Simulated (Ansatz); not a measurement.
Basis-set extrapolation for C₂H₆AlB (`B[C](=C)[AlH2]`) (PBE0-D4/def2-TZVP geometry, frozen core, Ansatz). Multiplicity 1, RHF reference.

```
                      def2-TZVPP   def2-QZVPP
                 HF  -345.823769  -345.835688
    MP2 correlation    -0.499479    -0.531777
CCSD(T) correlation    -0.568234      not run
```

Energies in hartree. Use E(X) = E(∞) + A·exp(−7.88·√X) for Hartree–Fock and E(X) = E(∞) + B·X^(−2.97) for correlation, with X = 3 and 4, and add CCSD(T) minus MP2 of the smaller set to the MP2 limit.

Task: What is the CCSD(T) energy at the basis-set limit?

Result: HF limit: -345.835688 + (-0.011919) × 0.13774 = -345.83733. MP2 limit: -0.531777 + (-0.032298) × 0.74074 = -0.55570. Higher-order term: -0.568234 − (-0.499479) = -0.06876. Total: -346.46179 hartree, 183.2 kJ/mol below CCSD(T)/def2-TZVPP.
